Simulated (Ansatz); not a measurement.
The first iterations of a band of CH7GeNOSi (12 atoms, charge 0, multiplicity 1).

Computed with RKS B3LYP/def2-SVP (Ansatz).

| Quantity | Value |
| --- | --- |
| movable images | 9 |
| climbing image | yes |
| spring | 5.0 eV/Å² |
| optimiser | quadratic models (default) |
| start path | through a guess of the saddle point |
| force threshold | 0.5 eV/Å |
| iteration limit | 51 |
| end points | relaxed |

Initial state:

```xyz
12
Properties=species:S:1:pos:R:3
N -0.626 0.239 1.973
Ge -0.853 -1.092 0.715
C 0.030 -0.695 -1.091
O -0.097 -1.500 -1.988
Si 1.051 0.960 -1.328
H -1.070 1.134 1.780
H 0.322 0.396 2.308
H -0.223 -2.383 1.279
H -2.367 -1.265 0.478
H 0.144 2.121 -1.084
H 2.141 0.996 -0.308
H 1.624 1.034 -2.700
```

Final state:

```xyz
12
Properties=species:S:1:pos:R:3
N -1.313 0.441 1.898
Ge -0.215 -0.844 1.134
C 0.100 0.525 -2.159
O -0.383 -0.233 -2.968
Si 1.203 -0.095 -0.688
H -2.040 0.793 1.277
H -0.817 1.241 2.290
H 0.682 -1.383 2.271
H -1.150 -1.960 0.622
H 2.065 1.040 -0.232
H 2.059 -1.212 -1.183
H -0.115 1.633 -2.227
```

| iteration | highest image above the first end (eV) | largest band force component (eV/Å) |
| --- | --- | --- |
| 1 | 7.296 | 18.533 |
| 2 | 4.407 | 7.291 |
| 3 | 3.396 | 3.498 |
| 4 | 2.782 | 2.366 |
| 5 | 2.688 | 1.165 |
| 6 | 2.571 | 4.353 |

Does the band converge within its limit, and where does its top end?

It converged. It ended after 18 iterations with the highest image 2.706 eV above the first end. The threshold of 0.5 eV/Å is loose, so the images may lie well off the minimum-energy path. Beside the main top the profile has a ripple of under 15 meV (maxima at images 2, 7), which may be a very shallow well or noise. Neighbouring images differ by up to 2.0 eV, so the band resolves the path poorly. The order of the stationary point at the top wasn't checked. The orbitals stay closed-shell, which can raise the energy where a bond breaks towards radicals; this wasn't checked here.

Time of the run: 6.5 min on 2 threads of Intel(R) Xeon(R) 6975P-C (Granite Rapids) (shared host), peak memory 0.37 GiB.
